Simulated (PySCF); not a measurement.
Distorted geometries of [TaOCl4]−

[TaOCl4]− (singlet). PySCF 2.14.0, RKS PBE, Ta def2-SVP with ECP60, O def2-SVP, Cl def2-SVP; non-relativistic Hamiltonian with scalar-relativistic core potentials where named; density fitting; no spin-orbit coupling. Relaxed geometry:

```xyz
6

Ta    0.0000    0.0000    0.2354
O     0.0000    0.0000    1.9930
Cl    0.0000    0.0000   -2.2998
Cl    2.3639    0.0000    0.1066
Cl   -1.1820    2.0472    0.1066
Cl   -1.1820   -2.0472    0.1066
```

Question: Order these distorted geometries by energy above the relaxed one, lowest first.
A.
```xyz
6

Ta   -0.0189    0.0359    0.1506
O     0.1120   -0.1179    2.1879
Cl    0.0142   -0.0914   -2.3588
Cl    2.3919    0.0469    0.0917
Cl   -1.0895    2.0682   -0.0365
Cl   -1.4096   -1.9417    0.2136
```
B.
```xyz
6

Ta   -0.0439    0.0629    0.2546
O    -0.0305    0.0929    1.8729
Cl    0.1551   -0.0954   -2.4149
Cl    2.1879    0.1692    0.0619
Cl   -1.2890    1.9430    0.3004
Cl   -0.9797   -2.1726    0.1736
```
C.
```xyz
6

Ta    0.2687    0.1065    0.2301
O     0.3029   -0.0546    2.2871
Cl   -0.1966   -0.1378   -2.5121
Cl    2.2572    0.0395    0.1258
Cl   -1.3539    2.0746   -0.0769
Cl   -1.2783   -2.0283    0.1945
```

Answer: B (0.96 eV), A (1.31 eV), C (3.97 eV).

Question: Which forces (eV/Å) act in the one that lies 1.31 eV up?

Answer: 
```
Ta   1.00 -1.69  6.30
O   -0.54  0.80 -6.38
Cl   0.03 -0.13  0.51
Cl  -0.61  0.02 -0.24
Cl  -0.24  0.45  0.14
Cl   0.36  0.56 -0.33
```
Forces carry noise of the integration grid, about 0.01 to 0.03 eV/Å.
